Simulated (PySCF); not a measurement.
**LiSb⁺: frontier orbitals**

MN15 at R = 2.956 Å; Li cc-pVDZ, Sb cc-pVDZ-PP with ECP28; scalar-relativistic core potentials (PySCF 2.14). State: ⁴Σ⁻ (quartet), unpaired electrons σ ↑, π ↑↑. Only the outer orbitals are listed, counted within each symmetry, core potentials removing the inner ones.

```csv
spin,orbital,occ.,ε (eV),on Li (%),main shells (%)
α,5σ,1,-21.05,3,97 Sb s
α,6σ,1,-12.38,20,"79 Sb p, 10 Li s, 9 Li p"
α,3π,1,-11.70,3,97 Sb p
α,3π,1,-11.70,3,97 Sb p
α,7σ,0,-4.82,94,96 Li s
α,4π,0,-3.65,95,94 Li p
α,4π,0,-3.65,95,94 Li p
β,5σ,1,-18.44,3,96 Sb s
β,6σ,0,-7.79,30,"68 Sb p, 17 Li s, 12 Li p"
β,3π,0,-6.73,6,94 Sb p
β,3π,0,-6.73,6,94 Sb p
```

Q: Which are the highest filled and the lowest empty level, where do they sit, and how wide is the gap?

A: Highest filled α 3π at -11.70 eV (in %: 97 Sb p); lowest empty β 6σ at -7.79 eV (in %: 68 Sb p, 17 Li s, 12 Li p); the gap at MN15 is 3.91 eV.

* bond order (Mayer): 0.53
* ⟨S²⟩: 3.751
* charge on Li (Mulliken, basis-dependent): 0.68
* charge on Li (Löwdin, basis-dependent): 0.57
* dipole moment (positive dipole points towards Sb; it is taken about the centre of mass and depends on that origin): -10.25 D

Spin–orbit coupling is left out. The state is the lowest determinant that a PBE0 search found; another state may lie lower at other levels.
